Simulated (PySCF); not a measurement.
**Working out the ionisation energy of Hg⁺**

Hg⁺ [Xe] 4f14 5d10 6s1 (2S) → Hg²⁺ [Xe] 4f14 5d10 (1S). Computed with PySCF 2.14 in def2-TZVP with the def2 core potential (60 electrons), with scalar relativity through the core potential. Frozen: 5s2 5p6. Energies in hartree (1 hartree = 27.21139 eV):

```tsv
part	Hg⁺ (lower)	Hg²⁺ (upper)
UHF	-152.241963	-151.611919
CCSD correlation	-0.261696	-0.218324
(T)	-0.003508	-0.002450
```

Task: What does Hartree-Fock give?

Result: (-151.611919) − (-152.241963) = 0.630044 hartree = 17.144 eV.

Task: What do CCSD and CCSD(T) give?

Result: The CCSD correlation energies differ by 0.043372 hartree = 1.180 eV and the triples by 0.001058 hartree = 0.029 eV, so CCSD gives 18.324 eV and CCSD(T) 18.353 eV.

Measured between the centres of the two terms (NIST): 18.757 eV, so CCSD(T) (valence) is off by -0.404 eV.

What remains against the reference includes basis incompleteness, the frozen core and higher excitations.
